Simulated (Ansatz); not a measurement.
Computed with Ansatz on PBE0-D4/def2-TZVP structures; ΔE is electronic, products minus reactants. CCSD(T)/CBS adds triple-zeta CCSD(T) − MP2 to the extrapolated MP2 energy (def2 sets, frozen cores). This one scheme is used for every species. Functionals use def2-TZVPP. B3LYP here is the variant with VWN-RPA as its local correlation; programs differ in this.

Consider the cleavage of the Si–Si bond: `[SiH3][SiH]1CC1` + HCl → `Cl[SiH]1CC1` + SiH₄.

```tsv
level	ΔE (kJ/mol)	difference from CCSD(T)/CBS
PBE-D4	-67.7	14.2
PBE0-D4	-73.1	8.8
B3LYP-D4	-82.7	-0.8
ωB97X-V	-84.8	-2.9
ωB97M-V	-89.1	-7.2
B2PLYP	-87.1	-5.2
PBE	-69.9	12.0
PBE0	-75.2	6.7
MP2/def2-TZVPP	-86.9	-5.0
SCS-MP2/def2-TZVPP	-89.6	-7.7
HF/def2-QZVPP	-105.5	-23.6
MP2/def2-QZVPP	-88.7	-6.8
SCS-MP2/def2-QZVPP	-91.4	-9.5
HF/CBS(def2)	-105.6	-23.7
MP2/CBS(def2)	-89.5	-7.6
CCSD/CBS(def2)	-85.0	-3.1
CCSD(T)/CBS	-81.9	0
```

Largest T1 diagnostic among the species: 0.012.

In def2-TZVPP, CCSD(T) changes the Hartree–Fock value by +25.4 kJ/mol (the triples alone add +3.1 kJ/mol) and MP2 by +17.8 kJ/mol. From PBE to PBE0 (25 % exact exchange), in def2-TZVPP and without D4, ΔE moves by −5.3 kJ/mol. The D4 term adds +3.2 kJ/mol with B3LYP and +2.0 kJ/mol with PBE0; it sums over pairs of atoms, weighted by their polarisabilities, and B3LYP, whose exchange is more repulsive, gets the larger term.
